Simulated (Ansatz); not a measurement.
Isolated molecules relaxed with PBE0-D4/def2-TZVP in Ansatz; ΔE leaves out vibrations. CCSD(T)/CBS adds triple-zeta CCSD(T) − MP2 to the extrapolated MP2 energy (def2 sets, frozen cores). DFT in def2-TZVPP. Each species was taken in one conformer, which may not be the lowest.

`O[SiH](F)[SiH2]F` + `FB1CS1` → `F[SiH2][SiH](F)F` + `OB1CS1`  (redistribution)

```json
{"level": "BHLYP-D4", "ΔE (kJ/mol)": "-34.1"}
{"level": "BHLYP", "ΔE (kJ/mol)": "-34.8"}
```

Question: What does CCSD(T)/CBS give? (An estimate is asked.)

Answer: Computed: -34.2 kJ/mol. The listed levels differ from it by 0.1, -0.6 kJ/mol.

Largest T1 diagnostic among the species: 0.014.

Leaving LDA and LC-ωPBE aside and taking each functional with its dispersion term where it has one, the values, not all of them listed here, spread over 3.4 kJ/mol, from PBE-QIDH to revPBE-D4.
